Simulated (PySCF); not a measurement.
# Do core-level shifts follow atomic charges?

C₃H₆N₂Si.
Numbering: `[CH3:1][SiH2:2]/[N:3]=[CH:4]/[C:5]#[N:6]`

Binding energies: PySCF 2.14.0, delta-SCF UKS SCAN, pcX-2 on the ionised atom, pcseg-1 elsewhere, spin-free X2C. Charges: PBE0/pcSseg-1 ground-state density, for the ionised atom.

```tsv
atom	environment	C 1s (eV)	Mulliken (e)	IAO (e)	Hirshfeld (e)	ESP (e)
C1	Si-methyl carbon	290.41	-0.624	-0.721	-0.208	-0.588
C5	nitrile carbon	292.40	+0.117	+0.133	+0.084	+0.260
C4	C=N carbon	293.32	+0.139	+0.020	+0.079	+0.334
```

Q: How well does each charge scheme correlate with the binding energies over these sites?

A: ESP: r = 0.97, slope 2.8 eV per e; Mulliken: r = 0.96, slope 3.3 eV per e; Hirshfeld: r = 0.95, slope 8.4 eV per e; IAO: r = 0.91, slope 2.9 eV per e. On 3 points no scheme stands out.

Q: The point-charge model writes a binding energy as kq + V + constant, with V the potential of the other atoms' charges at the site. What does it give with the ESP charges?

A: V = Σ 14.40 eV Å × q/r over all other atoms: +8.52 eV at C1, -3.40 eV at C5, -3.48 eV at C4. Fitting binding energy − V to q gives k = 16.3 eV per e and leaves an rms residual of 0.09 eV, against 0.29 eV for the fit on q alone. The model has no term for differences in relaxation between sites.

Geometry: GFN2-xTB, one conformer, isolated molecule.

Conformer computed: `[CH3:1][SiH2:2]/[N:3]=[CH:4]/[C:5]#[N:6]`: C1–Si2–N3–C4 119°.
